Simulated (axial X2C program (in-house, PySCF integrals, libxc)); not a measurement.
**Outer orbitals of VCl at 2.207 Å, TPSSh**

All values were computed with an axial X2C code built on PySCF integrals. Spin-free means the one-electron spin-free X2C Hamiltonian; two-component (2c) means X2C with spin–orbit coupling and atomic mean-field two-electron Coulomb and Gaunt terms, so the difference of the two also holds small scalar two-electron terms. Basis: V dyall-cv3z [10s10p6d4f2g], Cl dyall-av3z [9s8p3d2f] (cores contracted in-house); Gaussian nuclei, density fitting, unrestricted open shells. Masses: V 50.944 u, Cl 34.969 u.

The distance is close to the 2c PBE0 minimum; the highest filled and lowest empty levels are listed.

Spin-free orbitals, state M_S = 2, Λ = 1 (beyond evenly filled blocks: σα, π+α, δ+α, δ-α) (Löwdin shares):

```
symmetry  occupied  ε (eV)           atomic character
      σβ       yes  -20.42   77% Cl s, 8% V d, 7% V p
      σα       yes  -20.35   77% Cl s, 8% V d, 7% V p
      σα       yes   -8.79  78% Cl p, 12% V d, 5% V s
      σβ       yes   -8.64   83% Cl p, 7% V d, 4% V s
     π+α       yes   -7.93  78% Cl p, 15% V d, 3% V f
     π-α       yes   -7.83  80% Cl p, 12% V d, 4% V f
     π-β       yes   -7.77   84% Cl p, 8% V d, 4% V f
     π+β       yes   -7.77   84% Cl p, 8% V d, 4% V f
      σα       yes   -5.04  43% V s, 43% V d, 7% Cl p
     δ+α       yes   -4.84                    99% V d
     δ-α       yes   -4.79                    99% V d
     π+α       yes   -4.62   83% V d, 9% Cl p, 5% V p
     π-α        no   -3.19   85% V d, 6% V p, 6% Cl p
      σα        no   -2.74  36% V d, 33% V p, 21% V s
      σβ        no   -2.36  66% V s, 16% V p, 6% Cl p
      σβ        no   -0.93  66% V d, 27% V p, 4% Cl p
```

Spinors with spin–orbit coupling (state Ω = 1):

```json
{"ω": "-1/2", "occupied": "yes", "ε (eV)": "-20.42", "atomic character": "77% Cl s, 8% V d, 7% V p", "λ mixture": "100% σ"}
{"ω": "1/2", "occupied": "yes", "ε (eV)": "-20.35", "atomic character": "77% Cl s, 8% V d, 7% V p", "λ mixture": "100% σ"}
{"ω": "1/2", "occupied": "yes", "ε (eV)": "-8.79", "atomic character": "78% Cl p, 12% V d, 5% V s", "λ mixture": "100% σ"}
{"ω": "-1/2", "occupied": "yes", "ε (eV)": "-8.64", "atomic character": "83% Cl p, 7% V d, 4% V s", "λ mixture": "100% σ"}
{"ω": "-1/2", "occupied": "yes", "ε (eV)": "-7.96", "atomic character": "78% Cl p, 15% V d, 3% V f", "λ mixture": "100% π"}
{"ω": "1/2", "occupied": "yes", "ε (eV)": "-7.81", "atomic character": "84% Cl p, 8% V d, 4% V f", "λ mixture": "100% π"}
{"ω": "3/2", "occupied": "yes", "ε (eV)": "-7.80", "atomic character": "80% Cl p, 12% V d, 4% V f", "λ mixture": "100% π"}
{"ω": "-3/2", "occupied": "yes", "ε (eV)": "-7.74", "atomic character": "84% Cl p, 8% V d, 4% V f", "λ mixture": "100% π"}
{"ω": "1/2", "occupied": "yes", "ε (eV)": "-5.03", "atomic character": "43% V s, 43% V d, 7% Cl p", "λ mixture": "100% σ"}
{"ω": "-3/2", "occupied": "yes", "ε (eV)": "-4.86", "atomic character": "99% V d", "λ mixture": "100% δ"}
{"ω": "5/2", "occupied": "yes", "ε (eV)": "-4.76", "atomic character": "99% V d", "λ mixture": "100% δ"}
{"ω": "-1/2", "occupied": "yes", "ε (eV)": "-4.63", "atomic character": "84% V d, 8% Cl p, 5% V p", "λ mixture": "100% π"}
{"ω": "3/2", "occupied": "no", "ε (eV)": "-3.18", "atomic character": "85% V d, 6% V p, 6% Cl p", "λ mixture": "100% π"}
{"ω": "1/2", "occupied": "no", "ε (eV)": "-2.74", "atomic character": "36% V d, 33% V p, 21% V s", "λ mixture": "100% σ"}
{"ω": "-1/2", "occupied": "no", "ε (eV)": "-2.35", "atomic character": "66% V s, 16% V p, 6% Cl p", "λ mixture": "100% σ"}
{"ω": "-1/2", "occupied": "no", "ε (eV)": "-0.92", "atomic character": "66% V d, 27% V p, 4% Cl p", "λ mixture": "98% σ, 2% π"}
```

Mulliken charges and populations of the two-component result (they depend on the basis, above all on diffuse functions):

V 0.38 e (s 6.67 p 12.16 d 3.75 f 0.03 g 0.01), Cl -0.38 e (s 5.97 p 11.39 d 0.02). ⟨Lz⟩ = -1.00 ħ and ⟨Sz⟩ = 2.00 ħ (2.04 and -0.04 on the two atoms), which add up to Ω.

One determinant describes the state; a PBE0 search over occupations chose it and may have missed a lower one. Density functionals use the spin component along the axis (collinear). Other states lie close and PBE0, whose exact exchange favours high spin, may order them wrongly; the determinant shown need not be the ground state. The nearest other spin-free determinant of the search, M_S = 2, Λ = 2, lies 0.03 eV up at the distance of the search. The functionals have no current-density term, which raises determinants with orbital currents, atoms included. With several unpaired electrons one determinant need not be a pure state. Open-shell Ω = 0 determinants with evenly filled partner blocks cannot be reached by this program, so the Ω shown need not be the lowest component.
